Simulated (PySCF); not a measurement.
GeFCl2Br, SMILES [Ge]([F])([Cl])([Br])[Cl]. Atoms are numbered in the order given.

```xyz
5

F     -0.6620    -1.9509     0.0000
Ge    -0.4069    -0.2292     0.0000
Cl    -1.3406     0.5589     1.7598
Cl    -1.3406     0.5589    -1.7598
Br     1.8446     0.1683     0.0000
```

Coordinates come from a PBE-D3(BJ)/def2-SVP optimisation.

The numbers are results of CAM-B3LYP/def2-TZVP run with PySCF, not measurements.

```json
{
 "total_energy": "-5671.89946 hartree",
 "point_group": "Cs",
 "highest_occupied_level": "-10.70 eV",
 "lowest_empty_level": "-1.65 eV",
 "orbital_gap": "9.05 eV",
 "dipole_moment": "1.15 D",
 "quadrupole, principal values (traceless, Buckingham form, about the centre of nuclear charge)": "-4.14, 1.07, 3.07 D·Å",
 "mean_static_polarisability": "69.5 bohr³ (10.30 Å³)",
 "polarisability_principal_values": "54.3, 73.1, 81.1 bohr³"
}
```
